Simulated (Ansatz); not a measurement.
C3H8Si (`[SiH3]C1CC1`) at its PBE0-D4/def2-TZVP geometry, where that method's forces vanish. The species carries charge 0 and has multiplicity 1.

```xyz
12

Si    0.6619    1.3701   -0.6802
C    -0.5438    0.2289    0.1421
C    -0.0474   -0.8225    1.1034
C    -0.5688   -1.2328   -0.2303
H     0.1360    1.8794   -1.9765
H     0.9816    2.5411    0.1817
H     1.9181    0.6122   -0.9399
H    -1.5113    0.6564    0.3888
H     1.0202   -0.8947    1.2775
H    -0.6546   -1.0302    1.9758
H     0.1420   -1.5857   -0.9689
H    -1.5340   -1.7222   -0.2735
```

**Question.** What forces (eV/Å) does ωB97M-V/def2-TZVPP give on these atoms in the Gaussian-basis code of Ansatz? (Best estimate.)

**Answer.** Computed: 
```
Si1  0.101  0.084 -0.065
C2  -0.094  0.261 -0.044
C3   0.113 -0.063  0.272
C4  -0.073 -0.209 -0.204
H5   0.058 -0.061  0.148
H6  -0.038 -0.136 -0.096
H7  -0.139  0.072  0.033
H8   0.069 -0.045 -0.013
H9  -0.080  0.009 -0.021
H10  0.048  0.013 -0.079
H11 -0.049  0.033  0.058
H12  0.084  0.042  0.011
```
